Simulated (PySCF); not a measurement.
## Si (silicon, neutral) across methods

[Ne] 3s1 3p3, high-spin 5S determinant (an excited configuration). Calculation: PySCF 2.14, in x2c-TZVPPall; scalar relativity by spin-free X2C-1e. The B2PLYP total includes its PT2 part (frozen core); its orbital energies are those of the SCF part.

```json
{"method": "BHandHLYP", "E (hartree)": "-289.8194", "mean ε 2p β (eV)": "-106.40", "mean ε 3s α (eV)": "-15.997", "mean ε 3p α (eV)": "-7.280", "Σ⟨r²⟩ (bohr²)": "32.30", "⟨S²⟩": "6.000"}
{"method": "r2SCAN", "E (hartree)": "-289.8147", "mean ε 2p β (eV)": "-97.789", "mean ε 3s α (eV)": "-13.173", "mean ε 3p α (eV)": "-5.745", "Σ⟨r²⟩ (bohr²)": "32.24", "⟨S²⟩": "6.000"}
{"method": "M06", "E (hartree)": "-289.7975", "mean ε 2p β (eV)": "-101.74", "mean ε 3s α (eV)": "-13.895", "mean ε 3p α (eV)": "-6.180", "Σ⟨r²⟩ (bohr²)": "32.30", "⟨S²⟩": "6.000"}
{"method": "BLYP", "E (hartree)": "-289.8161", "mean ε 2p β (eV)": "-95.837", "mean ε 3s α (eV)": "-12.106", "mean ε 3p α (eV)": "-5.056", "Σ⟨r²⟩ (bohr²)": "32.47", "⟨S²⟩": "6.000"}
{"method": "UHF", "E (hartree)": "-289.35637", "mean ε 2p β (eV)": "-115.90", "mean ε 3s α (eV)": "-19.738", "mean ε 3p α (eV)": "-9.471", "Σ⟨r²⟩ (bohr²)": "32.55", "⟨S²⟩": "6.000"}
{"method": "B2PLYP", "E (hartree)": "-289.6998", "mean ε 2p β (eV)": "-106.73", "mean ε 3s α (eV)": "-16.198", "mean ε 3p α (eV)": "-7.402", "Σ⟨r²⟩ (bohr²)": "32.40", "⟨S²⟩": "6.000"}
{"method": "PBE0", "E (hartree)": "-289.7083", "mean ε 2p β (eV)": "-101.08", "mean ε 3s α (eV)": "-14.392", "mean ε 3p α (eV)": "-6.534", "Σ⟨r²⟩ (bohr²)": "32.22", "⟨S²⟩": "6.000"}
{"method": "LDA", "E (hartree)": "-288.6486", "mean ε 2p β (eV)": "-95.879", "mean ε 3s α (eV)": "-12.447", "mean ε 3p α (eV)": "-5.443", "Σ⟨r²⟩ (bohr²)": "32.65", "⟨S²⟩": "6.000"}
{"method": "PBE", "E (hartree)": "-289.6776", "mean ε 2p β (eV)": "-95.780", "mean ε 3s α (eV)": "-12.441", "mean ε 3p α (eV)": "-5.417", "Σ⟨r²⟩ (bohr²)": "32.32", "⟨S²⟩": "6.000"}
```
